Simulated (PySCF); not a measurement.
A calculated (PBE, PySCF 2.14, cc-pVDZ-X2C, scalar relativity by spin-free X2C-1e) atom or ion has these occupied shells.

```csv
shell,electrons,orbital energy (eV),"rms radius, mean of both spins (bohr)"
1s α,1,-61062.6,0.0223
1s β,1,-61062.6,0.0223
2s α,1,-10355.4,0.0901
2s β,1,-10355.4,0.0901
2p α,3,-9153.5,0.0815
2p β,3,-9153.5,0.0815
3s α,1,-2344.3,0.231
3s β,1,-2343.8,0.231
3p α,3,-1980.1,0.232
3p β,3,-1979.6,0.232
3d α,5,-1524.6,0.212
3d β,5,-1524.2,0.212
4s α,1,-469.89,0.518
4s β,1,-468.88,0.518
4p α,3,-349.57,0.552
4p β,3,-348.58,0.552
4d α,5,-188.28,0.603
4d β,5,-187.31,0.603
5s α,1,-62.473,1.26
5s β,1,-62.009,1.26
5p α,3,-34.277,1.50
5p β,3,-33.949,1.50
4f α,7,-12.909,0.845
4f β,6,-12.041,0.845
6s α,1,-6.003,3.78
6s β,1,-5.665,3.78
6p α,1,-2.614,5.01
```

Problem. Name the element and its charge.

Solution. Yb (ytterbium, neutral), in [Xe] 4f13 6s2 6p1, one real determinant (an excited configuration).
